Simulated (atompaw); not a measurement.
**Which change was made? (Ag, PAW (atompaw))**

```json
{"Element": "Ag (Z = 47)", "Generator": "atompaw 4.2.0.5", "Type": "PAW", "Functional": "PBE", "Relativity": "scalar-relativistic", "Frozen core": "[Kr]", "Valence charge": "11", "Reference configuration": "4d10 5s1 5p0", "Partial waves": "5s (bound): rc 2.75 bohr; 5s channel at 0.05 Ry: rc 2.75 bohr; 5p (bound, empty): rc 2.75 bohr; 5p channel at 3.2 Ry: rc 2.75 bohr; 4d (bound): rc 2.75 bohr; 4d channel at 1.45 Ry: rc 1.70 bohr", "Local potential": "troulliermartins scheme with l = 3 at 0 Ry, radius 2.45 bohr", "Core correction": "smooth core density matched at 2.00 bohr", "Augmentation charge": "sinc compensation charge, radius 2.15 bohr; PAW radius 2.75 bohr; waves and projectors: custom rrkj gramschmidtortho"}
```

Cutoffs, loose and tight: the cutoffs (Ry, on a coarse ladder) from which the occupation-weighted sum of valence levels, in a spherical-Bessel basis at the reference potential, stays within 10 and 1 mRy of its value at 400 Ry. They see the waves, projectors and local potential, not the compensation charge or the core.

The base gives: outcome: generated; cutoff, loose: 15 Ry; cutoff, tight: 21 Ry; bound ghosts: s.

After one change the result is: outcome: generated; cutoff, loose: 25 Ry; cutoff, tight: 40 Ry; bound ghosts: s, p. Which change was it?
A. all radii scaled by about 1.19 (s 3.28, p 3.28, d 3.28 bohr); local potential troulliermartins scheme with l = 3 at 0 Ry, radius 2.92 bohr; augmentation sinc compensation charge, radius 2.56 bohr; PAW radius 3.28 bohr; waves and projectors: custom rrkj gramschmidtortho; core correction smooth core density matched at 2.38 bohr
B. all radii scaled by about 0.75 (s 2.06, p 2.06, d 2.06 bohr); local potential troulliermartins scheme with l = 3 at 0 Ry, radius 1.82 bohr; augmentation sinc compensation charge, radius 1.60 bohr; PAW radius 2.06 bohr; waves and projectors: custom rrkj gramschmidtortho; core correction smooth core density matched at 1.50 bohr
C. all radii scaled by about 0.85 (s 2.34, p 2.34, d 2.34 bohr); local potential troulliermartins scheme with l = 3 at 0 Ry, radius 2.08 bohr; augmentation sinc compensation charge, radius 1.82 bohr; PAW radius 2.34 bohr; waves and projectors: custom rrkj gramschmidtortho; core correction smooth core density matched at 1.70 bohr

B. The others give: all radii scaled by about 0.85 (s 2.34, p 2.34, d 2.34 bohr); local potential troulliermartins scheme with l = 3 at 0 Ry, radius 2.08 bohr; augmentation sinc compensation charge, radius 1.82 bohr; PAW radius 2.34 bohr; waves and projectors: custom rrkj gramschmidtortho; core correction smooth core density matched at 1.70 bohr → outcome: generated; cutoff, loose: 18 Ry; cutoff, tight: 35 Ry; bound ghosts: s | all radii scaled by about 1.19 (s 3.28, p 3.28, d 3.28 bohr); local potential troulliermartins scheme with l = 3 at 0 Ry, radius 2.92 bohr; augmentation sinc compensation charge, radius 2.56 bohr; PAW radius 3.28 bohr; waves and projectors: custom rrkj gramschmidtortho; core correction smooth core density matched at 2.38 bohr → outcome: generated; cutoff, loose: 8 Ry; cutoff, tight: 12 Ry; bound ghosts: none.
